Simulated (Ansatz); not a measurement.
Worked example: the barrier

An elementary step of Si$_{2}$H$_{5}$SF, singlet (Si₂H₅SF ([F][SiH]([SiH3])[SH]) → Si₂H₄S ([SiH3][SiH][S]) + HF; bonds formed: F2–H4; bonds broken: Si1–F2, S3–H4). “Start” is the structure reached by relaxing down from the saddle towards the reactants; PBE0-D4/def2-TZVP structures. The saddle:

| atom | x (Å) | y (Å) | z (Å) |
| --- | --- | --- | --- |
| Si1 | -0.8676 | 0.8283 | -0.0212 |
| F2 | -0.4241 | -1.2475 | -1.8330 |
| S3 | -0.6634 | 1.8868 | -1.6616 |
| H4 | -0.3738 | -0.3731 | -2.1732 |
| H5 | -2.1855 | 0.7186 | 0.6691 |
| Si6 | 0.8705 | -0.2908 | 1.0765 |
| H7 | 1.1640 | 0.4495 | 2.3338 |
| H8 | 2.0613 | -0.3074 | 0.1964 |
| H9 | 0.4186 | -1.6644 | 1.4132 |

Ansatz 0.2.0; basis: def2-TZVPP and def2-QZVPP; cores frozen in the correlated methods.

Energies in eV:

| quantity | saddle | start |
| --- | --- | --- |
| Hartree–Fock, triple zeta (X = 3) | -29329.17456 | -29331.68730 |
| Hartree–Fock, quadruple zeta (X = 4) | -29330.08020 | -29332.62212 |
| MP2 correlation, X = 3 | -18.65682 | -18.37409 |
| MP2 correlation, X = 4 | -20.29710 | -19.99859 |
| CCSD(T) correlation, X = 3 | -20.81279 | -20.54240 |

Task: Work out the barrier at the basis limit: extrapolate Hartree–Fock as E(X) = E∞ + A exp(−7.88 √X) and the MP2 correlation as E(X) = E∞ + B X^−2.97 (the exponents that Neese and Valeev fitted for def2-TZVPP and QZVPP), then add CCSD(T) − MP2 in triple zeta.

Result: Each step is linear, so take the differences first (saddle − start): Hartree–Fock 2.51274 (X = 3) and 2.54192 (X = 4); MP2 correlation -0.28273 and -0.29851; CCSD(T) correlation -0.27039.
Two points give E∞ = E(4) + w [E(4) − E(3)], with w = 1/(exp(7.88 (2 − √3)) − 1) = 0.1377 for Hartree–Fock and w = 1/((4/3)^2.97 − 1) = 0.7407 for the correlation.
Hartree–Fock: 2.54192 + 0.1377 × 0.02918 = 2.5459 eV.
MP2 correlation: -0.29851 + 0.7407 × (-0.01578) = -0.3102 eV.
CCSD(T) − MP2: -0.27039 − (-0.28273) = 0.0123 eV.
Sum: 2.5459 + (-0.3102) + 0.0123 = 2.2480 eV, or 51.84 kcal/mol. Plain CCSD(T) in triple zeta gives 2.2424 eV, so the larger basis shifts the result by 0.0056 eV.

T1 diagnostic: at most 0.018.

Labels in which every atom is bracketed show which atoms are joined, not bond orders.

For scale, one of the runs: CCSD(T)/def2-TZVPP, 227 basis functions, launched by `ansatz run in.yaml --threads 4 --pin off --events-out ev --progress --plain --max-ram 9574MiB`. The run took 59 s on 4 CPU threads of an Intel Xeon (shared host), with 3.4 GiB of host memory at its peak.
